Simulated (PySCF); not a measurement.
Computed shifts of a molecule C₂H₇ClSi₃, PBE/pcSseg-1 run with PySCF, GIAO, gas phase, atoms alike by connectivity averaged where their shifts nearly agree, in ppm (number of nuclei): ²⁹Si: 14.2 (1), -62.0 (1), -128.8 (1). ¹³C: 163.5 (1), 159.6 (1). ¹H: 7.84 (1), 7.79 (1), 6.31 (1), 4.98 (1), 4.79 (1), 3.55 (2). References: ³⁵Cl against HCl (σ = 936.5 ppm); ²⁹Si against TMS (σ = 335.4 ppm); ¹³C against TMS (σ = 182.0 ppm); ¹H against TMS (σ = 31.49 ppm), references at their B3LYP-D3(BJ)/def2-TZVP geometries, non-relativistic (without spin–orbit terms, shifts of atoms bonded to Cl or Br come out too high). Geometry optimised at PBE0-D3(BJ)/def2-SVP. One conformer was computed; it need not be the lowest.

Q: Which structure fits?
A. C#C[Si]([SiH3])([SiH3])Cl
B. C#C[SiH2][SiH2][SiH2]Cl
C. C=C1[SiH2][SiH](Cl)[SiH2]1
D. Cl[Si@@H]1C=C[SiH2][SiH2]1

A: D, Cl[Si@@H]1C=C[SiH2][SiH2]1
